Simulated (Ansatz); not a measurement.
Si₆H₁₂, a cluster cut from the lattice of silicon, relaxed as a singlet with RKS B3LYP-D4/def2-SVP in Ansatz, starting from the GFN2-xTB geometry. Force threshold 0.02 eV/Å.

Start:

```tsv
atom	x (Å)	y (Å)	z (Å)
Si1	-2.1714	-0.5720	0.1968
Si2	0.6937	0.8253	-1.9729
Si3	1.4939	-1.1378	1.2369
Si4	-0.6908	-0.8224	1.9737
Si5	2.1706	0.5677	-0.1934
Si6	-1.4938	1.1298	-1.2391
H7	-3.5655	-0.4191	0.6356
H8	-2.1993	-1.8339	-0.5629
H9	1.1193	1.8688	-2.9162
H10	0.7388	-0.3998	-2.7904
H11	2.4402	-1.3594	2.3385
H12	1.5463	-2.4079	0.4922
H13	-0.7300	0.4125	2.7764
H14	-1.1228	-1.8512	2.9292
H15	2.1937	1.8274	0.5691
H16	3.5650	0.4205	-0.6310
H17	-1.5515	2.4013	-0.4983
H18	-2.4363	1.3503	-2.3442
```

(1) Estimate the energy that the relaxation releases and the steps that it takes.

(2) Does the start keep its bonding and symmetry?

(3) Predict the relaxed structure.

## Answers

(1) 4.9 kcal/mol, in 4 steps; 12 s on 4 threads of AMD EPYC 7B13 on a shared host. No frequencies were taken in this run, so the end may be a saddle point.

(2) By distances, no bond broke or formed. The bond that changes most is Si1–Si4, from 2.33 to 2.35 Å (atoms count from 1). Point group D3d at the start, D3d at the end, both within 0.05 Å.

(3) 
```xyz
18

Si   -2.161   -0.613    0.167
Si    0.691    0.777   -1.997
Si    1.490   -1.181    1.206
Si   -0.690   -0.774    1.999
Si    2.161    0.612   -0.166
Si   -1.491    1.178   -1.207
H    -3.569   -0.426    0.633
H    -2.091   -1.881   -0.622
H     1.124    1.863   -2.929
H     0.703   -0.517   -2.746
H     2.443   -1.364    2.343
H     1.482   -2.436    0.392
H    -0.699    0.523    2.742
H    -1.124   -1.856    2.935
H     2.092    1.878    0.626
H     3.569    0.425   -0.632
H    -1.488    2.435   -0.396
H    -2.443    1.357   -2.347
```
Bond lengths: 6 × Si–Si 2.35 Å; 12 × H–Si 1.50 Å.
